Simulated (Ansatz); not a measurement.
Reaction (ligand exchange at the Si–Cl bond): `[SiH3]OC[SiH2]Cl` + H₂S → `[SiH3]OC[SiH2]S` + HCl

Gas-phase electronic energies from Ansatz, PBE0-D4/def2-TZVP geometries. CCSD(T)/CBS is the MP2 limit (def2-TZVPP, def2-QZVPP) plus CCSD(T) − MP2 in def2-TZVPP, frozen cores. This one scheme is used for every species. Functionals use def2-TZVPP. B3LYP here is the variant with VWN-RPA as its local correlation; programs differ in this. One conformer a species, not always the lowest.

```
         level  ΔE (kcal/mol)
       ωB97M-V            9.3
         B3LYP           10.2
MP2/def2-TZVPP            8.7
MP2/def2-QZVPP            9.0
```

Q: What does CCSD(T)/CBS give? (An estimate is asked.)

A: Ansatz gave: +9.0 kcal/mol. The listed levels differ from it by 0.3, 1.2, -0.3, 0.0 kcal/mol.

Largest T1 diagnostic among the species: 0.012.

In def2-TZVPP, CCSD(T) changes the Hartree–Fock value by −3.5 kcal/mol (the triples alone add −0.6 kcal/mol) and MP2 by −3.5 kcal/mol. The D4 term adds −1.1 kcal/mol with B3LYP and −0.7 kcal/mol with PBE0; it sums over pairs of atoms, weighted by their polarisabilities, and B3LYP, whose exchange is more repulsive, gets the larger term.
